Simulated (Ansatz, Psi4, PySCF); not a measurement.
H$_{9}$NSi$_{3}$, triplet, at a GFN2-xTB geometry (a higher spin typed on purpose: for a closed-shell molecule this is an excited state). Base run: CAMB3LYP/cc-pVDZ (PySCF).

The PySCF input:
```python
from pyscf import gto, scf, dft

mol = gto.M(
    atom='''
Si    0.29588846    1.70251023    0.48373777
N    -0.00000000    0.00000000    0.00000000
Si   -1.65400544   -0.53010415   -0.45094223
Si    1.35811698   -1.17240608   -0.03279554
H    -1.01382701    2.33135297    0.38956111
H     0.85534829    1.52194590    1.82432035
H     1.30231079    2.10473084   -0.50017945
H    -1.95043645    0.38073295   -1.55785906
H    -1.49893954   -1.94102467   -0.77486335
H    -2.39739895   -0.20205199    0.76664074
H     0.87160691   -2.19407132    0.89578860
H     1.31856941   -1.61128638   -1.42871119
H     2.51276655   -0.39032830    0.38530224
''',
    basis='cc-pvdz',
    spin=2,
    verbose=4,
)

mf = dft.UKS(mol)
mf.xc = 'camb3lyp'
mf.kernel()
```

The same geometry, method and basis name were run in Ansatz (a program for electronic structure) and Psi4 and PySCF, at each program's defaults and at the settings that a row names. The base is PySCF at its defaults. Differences at the defaults can come from grids, fitting, cores and function types together.

| code and settings | ΔE vs base (µEh) | basis functions | E (Eh) | SCF cycles |
|---|---|---|---|---|
| PySCF, defaults (exact integrals, its default grid, spherical functions) | 0.0 | 113 | -928.44315 | 11 |
| Psi4, defaults (density fitting with its default set, its default grid, spherical functions) | -37.6 | 113 | -928.44319 | 9 |
| Ansatz, defaults (factorised integrals, its default grid, spherical functions) | 3.5 | 113 | -928.44315 | - |
| PySCF, density fitting with def2-universal-jkfit | -112 | 113 | -928.44326 | 11 |
| PySCF, fine grid | 3.0 | 113 | -928.44315 | 11 |
| Psi4, exact integrals, spherical functions, fine grid | 4.3 | 113 | -928.44315 | 12 |
| Ansatz, high accuracy | 3.1 | 113 | -928.44315 | - |

Open shells are given as the SCF converged; they aren't shown to be the lowest states, and a large step between rows can be another state.
